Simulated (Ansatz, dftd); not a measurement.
System: SbI2, charge 0, doublet. SbI2 (SMILES [I][Sb][I], doublet).
B3LYP-D3(BJ)/def2-TZVP minimum from Ansatz (a quantum-chemistry and plane-wave program):
```xyz
3

Sb    -0.6115    -0.4885     0.8728
I     -1.0121     1.8900    -0.4090
I      1.6006    -1.4200    -0.4309
```
Charge 0, spin multiplicity 2.

Quantity: atomisation energy (electronic, to ground-state atoms), in kcal/mol. UHF or UKS for unpaired electrons; spin-orbit terms are left out. Correlated methods leave the cores frozen (noble-gas shells, and filled d and f shells in the p block). Past Kr the def2 sets carry scalar-relativistic core potentials. CBS(X,Y): correlation extrapolated as X^-3, Hartree-Fock from the larger set. A bracket is a step between two methods taken in the basis named. Spin-orbit terms, left out, reach several kcal/mol for Br and I, and more for heavier atoms.

```json
[
 {"level": "r2SCAN/def2-TZVPD", "program": "Ansatz", "atomisation energy (kcal/mol)": "112.5", "difference against the last row": "3.6"},
 {"level": "B3LYP-D3(BJ)/def2-TZVPD", "program": "Ansatz + dftd3", "atomisation energy (kcal/mol)": "114.2", "difference against the last row": "5.3"},
 {"level": "PBE0/def2-TZVPD", "program": "Ansatz", "atomisation energy (kcal/mol)": "110.7", "difference against the last row": "1.8"},
 {"level": "r2SCANh-D4/def2-TZVPD", "program": "Ansatz + dftd4", "atomisation energy (kcal/mol)": "110.6", "difference against the last row": "1.7"},
 {"level": "r2SCANh/def2-TZVPD", "program": "Ansatz", "atomisation energy (kcal/mol)": "109.8", "difference against the last row": "0.9"},
 {"level": "CAM-B3LYP-D3(BJ)/def2-TZVPD", "program": "Ansatz + dftd3", "atomisation energy (kcal/mol)": "106.9", "difference against the last row": "-2.0"},
 {"level": "B2GP-PLYP-D4/def2-TZVPD", "program": "Ansatz + dftd4", "atomisation energy (kcal/mol)": "104.4", "difference against the last row": "-4.5"},
 {"level": "MP2/def2-SVP", "program": "Ansatz", "atomisation energy (kcal/mol)": "83.1", "difference against the last row": "-25.8"},
 {"level": "MP2/CBS(def2-TZVPP,def2-QZVPP)", "program": "Ansatz", "atomisation energy (kcal/mol)": "110.3", "difference against the last row": "1.4"},
 {"level": "CCSD/CBS(def2-TZVPP,def2-QZVPP)", "program": "Ansatz", "atomisation energy (kcal/mol)": "101.1", "difference against the last row": "-7.8"},
 {"level": "CCSD(T)/CBS(def2-TZVPP,def2-QZVPP)", "program": "Ansatz", "atomisation energy (kcal/mol)": "108.2", "difference against the last row": "-0.7"},
 {"level": "CCSDT(Q)/def2-SVP", "program": "Ansatz", "atomisation energy (kcal/mol)": "81.5", "difference against the last row": "-27.4"},
 {"level": "CCSD(T)/CBS(def2-TZVPP,def2-QZVPP) + [CCSDT(Q) - CCSD(T)]/def2-SVP", "program": "Ansatz", "atomisation energy (kcal/mol)": "108.9", "difference against the last row": "0.0"}
]
```
